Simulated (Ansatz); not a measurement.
System: CH4Si (charge -1, doublet). SMILES of the parent species: C=[SiH2]
Coordinates optimised at B3LYP-D3(BJ)/def2-TZVP (Ansatz, a program for electronic structure):
```
C
H 1 1.0916
H 1 1.0916 2 111.90
Si 1 1.8245 2 119.74 3 147.71
H 4 1.5284 1 106.80 2 161.02
H 4 1.5284 5 100.82 1 111.42
```
Charge -1, spin multiplicity 2.

**Question.** Give the harmonic wavenumbers at B3LYP-D3(BJ)/def2-TZVP (Ansatz, finite differences of forces, unscaled).

**Answer.** 289, 482, 584, 599, 757, 850, 913, 1382, 1937, 1945, 3041, 3105 cm⁻¹. Zero-point energy 22.7 kcal/mol.

**Question.** From these and the geometry, give the ideal-gas thermochemistry at 298.15 K and 1 atm (rigid rotor, harmonic oscillator).

**Answer.** Point group Cs, rotational symmetry number 1. Rotational constants 86.09, 13.22, 12.25 GHz. S(trans) 37.28, S(rot) 20.67, S(vib) 3.69, S(elec, spin only) 1.38, S 63.0 cal/(mol K). H(298) - H(0) 3.14 kcal/mol; G - E(el) 7.1 kcal/mol.
